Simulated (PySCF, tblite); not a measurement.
Isomers of C7H9ClSi. All values are computed: GFN2-xTB (tblite) harmonic vibrations without scaling, gas phase. The method is semi-empirical: single wavenumbers can be off by several per cent or more. Modes of hydrogen on silicon can be 10 to 20 % off. One conformer each.

Electronic energies: PBE0/pcSseg-1 single points on the GFN2-xTB geometries (PySCF, gas phase).

| SMILES | electronic energy, lowest = 0 (kcal/mol) |
| --- | --- |
| C=C(C)C1=CC=C(Cl)[SiH2]1 | 0.0 |
| C#C[C@@H]1C=C[C@@H](Cl)[SiH2]C1 | 24.9 |
| C#C[C@@H]1C=C[C@H](Cl)[C@H]1[SiH3] | 30.4 |
| C[C@@H]1[SiH2]C=C1C#CCCl | 34.3 |

How do GFN2-xTB zero-point energies change the relative energies?

```csv
SMILES,ZPE (kcal/mol),of it from modes above 1550 cm⁻¹,electronic (kcal/mol),"with ZPE, lowest = 0 (kcal/mol)",lowest mode (cm⁻¹),rings
C=C(C)C1=CC=C(Cl)[SiH2]1,81.8,41.9,0.0,0.0,53,1
C#C[C@@H]1C=C[C@@H](Cl)[SiH2]C1,81.8,42.7,24.9,25.0,61,1
C#C[C@@H]1C=C[C@H](Cl)[C@H]1[SiH3],80.0,41.7,30.4,28.6,28,1
C[C@@H]1[SiH2]C=C1C#CCCl,81.1,42.1,34.3,33.6,12,1
```

The zero-point energies span 1.8 kcal/mol, from `C#C[C@@H]1C=C[C@H](Cl)[C@H]1[SiH3]` to `C#C[C@@H]1C=C[C@@H](Cl)[SiH2]C1`. The order is unchanged.

And how do the electronic energies of GFN2-xTB itself compare?

`C=C(C)C1=CC=C(Cl)[SiH2]1` 0.0; `C#C[C@@H]1C=C[C@@H](Cl)[SiH2]C1` 17.7; `C#C[C@@H]1C=C[C@H](Cl)[C@H]1[SiH3]` 11.0; `C[C@@H]1[SiH2]C=C1C#CCCl` 28.6 kcal/mol, lowest = 0. Against the energies above, taken from the same isomer `C=C(C)C1=CC=C(Cl)[SiH2]1`, the largest difference is 19.4 kcal/mol.

What do entropy and thermal enthalpy add at 298.15 K and 1 bar (rigid rotor, harmonic oscillator, one conformer each)?

| SMILES | point group | symmetry number | S (cal/(mol K)) | H − H(0) (kcal/mol) | ZPE + H − H(0) − TS (kcal/mol) |
| --- | --- | --- | --- | --- | --- |
| C=C(C)C1=CC=C(Cl)[SiH2]1 | Cs | 1 | 99.9 | 7.15 | 59.1 |
| C#C[C@@H]1C=C[C@@H](Cl)[SiH2]C1 | C1 | 1 | 98.8 | 6.99 | 59.4 |
| C#C[C@@H]1C=C[C@H](Cl)[C@H]1[SiH3] | C1 | 1 | 102.1 | 7.22 | 56.7 |

Not tabulated: `C[C@@H]1[SiH2]C=C1C#CCCl` (lowest mode only 12 cm⁻¹).
